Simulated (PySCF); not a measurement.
**KSb⁻: one state, many levels of theory**

State: ⁴Σ⁻ (quartet), unpaired electrons σ ↑, π ↑↑. Set-up: PySCF, scalar-relativistic core potentials, basis sets K def2-SVPD, Sb def2-SVPD with ECP28. De refers to K + Sb⁻ in their high-spin ground configurations, without counterpoise correction. The functionals are run spin-unrestricted. A positive dipole points towards Sb; it is taken about the centre of mass and depends on that origin.

| Level | Re (Å) | ωe (cm⁻¹) | De (eV) | μ (D) | CPU s a point (SCF and correlation, without the integrals) |
| --- | --- | --- | --- | --- | --- |
| PBE | 3.536 | 106 | n/a | 8.42 | 0.75 |
| BLYP | 3.583 | 101 | n/a | 7.99 | 0.47 |
| r²SCAN | 3.540 | 109 | n/a | 8.21 | 0.91 |
| TPSSh | 3.534 | 108 | n/a | 9.17 | 1.1 |
| PBE0 | 3.509 | 112 | n/a | 8.21 | 1.4 |
| MN15 | 3.556 | 104 | n/a | 5.13 | 1.5 |
| CAM-B3LYP | 3.498 | 115 | n/a | 7.49 | 1.5 |

Q: What does a quarter of exact exchange do here, going from PBE to PBE0?

A: PBE0 less PBE: -2.7 pm in Re, +5.7 % in ωe. Exact exchange removes part of the self-interaction that spreads semilocal densities, and in most molecules shortens and stiffens the bond and lowers De; so it does here.

Q: What does the step from GGA to meta-GGA do here, going from PBE to r²SCAN?

A: r²SCAN less PBE: +0.4 pm in Re, +2.8 % in ωe. 

These are scalar-relativistic numbers at best; spin–orbit coupling would shift them, the dissociation energy most. Counting both spins, an empty level lies below a filled one in some of these solutions, because spin and occupation are held. The highest Kohn–Sham level is positive in this anion. Much of that is self-interaction error, but it also means that the finite basis helps to hold the extra electron. The state is the lowest determinant that a PBE0 search found; another state may lie lower at other levels.

The whole job (state search and all levels along the bond) took about 4.2 min on 1 thread of Oxide Virtual Turin-like (shared host), peak memory 0.77 GiB.
